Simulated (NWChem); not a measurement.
Species: Si₂H₃Cl, singlet; SMILES [SiH3][Si]Cl

Program: NWChem. Low-valent species are run as closed-shell singlets; no triplet was tried in these runs. Structure relaxed at the PBE0/def2-SVP level. Level: PBE0/def2-SVP with SMD (1 M gas to 1 M solution), gas-phase geometry. Reactions with the solvent are ignored.

Task: What does the run give for solvent n-hexane? Quantities: solvation free energy (kcal/mol); cavity-dispersion-structure term (kcal/mol); dipole in solution (D).

Result: 
```json
{
 "solvation free energy (kcal/mol)": "-2.6",
 "cavity-dispersion-structure term (kcal/mol)": "-1.8",
 "dipole in solution (D)": "0.95"
}
```
